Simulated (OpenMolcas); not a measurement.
## Mo4+: moving or changing the point charges

Mo4+ among 4 point charges of -2 e arranged as a tetrahedron (Td), 2.09 Å from the ion.
```
   1.2067    1.2067    1.2067  -2.00
   1.2067   -1.2067   -1.2067  -2.00
  -1.2067    1.2067   -1.2067  -2.00
  -1.2067   -1.2067    1.2067  -2.00
```

| Quantity | Value |
| --- | --- |
| Program | OpenMolcas 26.06 |
| Method | CASSCF |
| Basis | ANO-RCC-VDZP [6s5p3d1f] |
| Scalar Hamiltonian | DKH2, point nucleus |
| Active space | 2 electrons in 5 orbitals (4d) |
| State averaging | 2S+1 = 3 even, 10 roots; 2S+1 = 1 even, 15 roots |
| Spin-orbit coupling | RASSI with atomic mean-field integrals over the reference wave functions |

Runs around this geometry, states (labels of Td). Energies in cm-1 above the lowest state or level, χT in cm3 K/mol; 10Dq and B are least-squares fits to the states below 45000 cm-1, weighted by degeneracy, with a free offset, and given where the rms deviation is under 5 % of |10Dq| (or 100 cm-1) and under 700 cm-1; 10Dq is negative for this site.

```tsv
R (Å)	q (e)	Ground state	First state of that spin	10Dq	B (rms of fit)	First gap with spin-orbit (degeneracies)	χT at 300 K	First state of another spin
2.09	-1.6	3A2	3T2 2896	-2957	853 (53)	2538 (3, 2)	0.306	1E 12534
2.09	-2	3A2	3T2 3448	-3509	846 (74)	3115 (3, 2)	0.363	1E 12582
2.2	-2	3A2	3T2 2774	-2830	852 (55)	2411 (3, 2)	0.295	1E 12503
```

Taking |10Dq| as R^-n, n = -ln(2830 / 3509) / ln(2.2 / 2.09) = 4.2 between the shortest and longest distance. The point-charge formula for a cubic d site gives n = 5.

Scaling the charges by -1.6 / -2 = 0.80 scales |10Dq| by 2957 / 3509 = 0.84; with fixed orbitals a first-order splitting would follow the charge.

Without dynamic correlation the repulsion within the d shell is too large (B by tens of per cent), so at a given field states of lower spin stand too high. The ground term spreads over less than 5000 cm-1, several times less than with real ligands, so orbital moments are less quenched and χT lies further from the spin-only value than at real sites (holds for R = 2.2, q = -2). Point charges carry no covalency, so the field is a model and not that of real ligands. No measured value stands beside these numbers.
